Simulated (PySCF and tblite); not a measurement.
The numbers below are computed, except where a source is named.
C₄H₁₃ClS₃Si₃, numbered as in [CH3:1][Si:2]1([CH3:3])[S:4][SiH:5]([Cl:6])[S:7][Si:8]([CH3:9])([CH3:10])[S:11]1.

Search: ETKDG, MMFF94s, GFN2-xTB, 60 starts; geometries at GFN2-xTB. Weights use PBE0-D3(BJ)/pcSseg-1 energies plus GFN2-xTB zero-point and thermal terms (modes under about 100 cm⁻¹ blended into free rotors). Symmetry numbers and mirror images are counted. Conformers within 2.5 kcal/mol (GFN2-xTB free energy) were kept, 6 at most. (PySCF 2.14, tblite 0.8.)

Rotational constants are equilibrium values for the commonest isotopes; dipoles come from the energy level named.

The 6-ring runs over atoms 2–4–5–7–8–11. Of a mirror pair one member is shown.

| conformer | shape | symmetry |
| --- | --- | --- |
| 1 | 6-ring twist-boat (ring torsions -37, -30, 72, -36, -34, 74°) | C1 (pair) |
| 2 | 6-ring twist-boat (ring torsions -26, 70, -41, -23, 70, -44°) | C1 (pair) |
| 3 | 6-ring twist-boat (ring torsions 73, -30, -41, 71, -26, -40°) | C1 (pair) |
| 4 | 6-ring chair (C3, Cl6, C9 axial) | Cs |

Q: Give the rotational constants and dipole components, as needed to look for these species in a jet-cooled rotational spectrum.

A: 
```
conformer  A (MHz)  B (MHz)  C (MHz)  abs μa (D)  abs μb (D)  abs μc (D)     κ  Ic−Ia−Ib (u Å²)
        1      529      429      306        1.40        0.44        0.31  0.10           -483.9
        2      505      457      328        0.79        2.41        0.62  0.45           -565.6
        3      514      415      283        3.02        0.58        0.47  0.15           -414.5
        4      493      459      324        0.00        1.35        2.10  0.60           -568.0
```

Q: Which type of transition is strongest for conformer 1?

A: a-type, since that component is clearly the largest; the top is asymmetric (κ = 0.10).


Conformer gaps in pcSseg-1 on xTB geometries can be 2 kcal/mol off for S=O, P=O and other polar bonds.